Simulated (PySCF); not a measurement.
NiH4 (singlet). Method: PBE0 in PySCF with Ni def2-TZVP, H def2-TZVP; no relativity; density-fitted integrals.

Harmonic bands of its minimum:

```csv
ω (cm⁻¹),"IR (km/mol, summed over degenerate members)",degeneracy
250,14.4,2
723,0.0,1
1045,644,1
1314,0.0,1
1710,1.1,2
2943,0.0,1
2999,382,1
```

Problem. The central atom is Ni. Infer the point group and assign the bands.

Solution. D2d. The modes span 2e + b1 + 2b2 + 2a1: 250 e, 723 b1, 1045 b2, 1314 a1, 1710 e, 2943 a1, 2999 b2. The computed geometry has H–H 0.850 Å (×2), Ni–H 1.555 Å (×4); H–H–Ni 74.1° (×4), H–Ni–H 31.7° (×2), H–Ni–H 157.7° (×4).

Stability towards spin polarisation was not tested. Only a few start shapes were tried, so a lower isomer may exist.
